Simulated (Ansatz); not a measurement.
`[SeH][SiH]1BS1` + `[F][AlH2]` → `[F][AlH][SeH]` + `B1[SiH2]S1` at 298.15 K and 1 bar (formal exchange of groups at the Se–Si bond).

Isolated molecules relaxed with PBE0-D4/def2-TZVP in Ansatz; ΔE leaves out vibrations. CBS: MP2 limit from def2 TZ/QZ plus the TZ coupled-cluster correction, frozen cores. This one scheme is used for every species. For Se outer-core shells are correlated without core-valence functions, which leaves a few kJ/mol of doubt a bond. Scalar relativity is left out up to krypton. One conformer a species, not always the lowest.

| species | CCSD(T)/CBS energy (Eh) | H − E (kJ/mol) | S (J/(mol·K)) |
| --- | --- | --- | --- |
| `[SeH][SiH]1BS1` | -3114.19481 | 101.2 | 336.7 |
| `[F][AlH2]` | -343.06661 | 51.4 | 241.2 |
| `[F][AlH][SeH]` | -2743.83001 | 61.7 | 306.0 |
| `B1[SiH2]S1` | -713.45359 | 93.6 | 277.0 |

H − E and S are ideal-gas, rigid-rotor, harmonic terms from PBE0-D4/def2-TZVP, for one conformer and one mirror image of each species. 1 Eh = 2625.50 kJ/mol, R = 8.31446 J/(mol·K).

Q: By hand: ΔE, ΔH, ΔS and ΔG.

A: ΔE = (-2743.83001) + (-713.45359) − (-3114.19481) − (-343.06661) = -0.02218 Eh = -58.2 kJ/mol. Δ(H − E) = 61.7 + 93.6 − 101.2 − 51.4 = 2.7, so ΔH = -55.5 kJ/mol. ΔS = 306.0 + 277.0 − 336.7 − 241.2 = 5.1 J/(mol·K). ΔG = -55.5 − 298.15 × (5.1)/1000 = -57.0 kJ/mol.

Q: By hand: the equilibrium constant, and the temperature at which ΔG would vanish if ΔH and ΔS stayed fixed.

A: log₁₀ K = −ΔG/(RT ln 10) = 10.0. ΔH and −TΔS have one sign here, so there is no such temperature. One of them is within its doubt of zero, so this could turn.

The number of gas molecules stays the same, so ΔS is small and ΔH decides. A doubt of 5 kJ/mol in ΔE shifts log₁₀ K by 0.9 here. Other conformers and mirror images would add mixing entropy, several J/(mol·K) or more a flexible species. These are equilibria of isolated gas molecules and say nothing of rates. Largest T1 diagnostic: 0.017 (customary marks: 0.02 for closed shells, 0.045 for open ones).
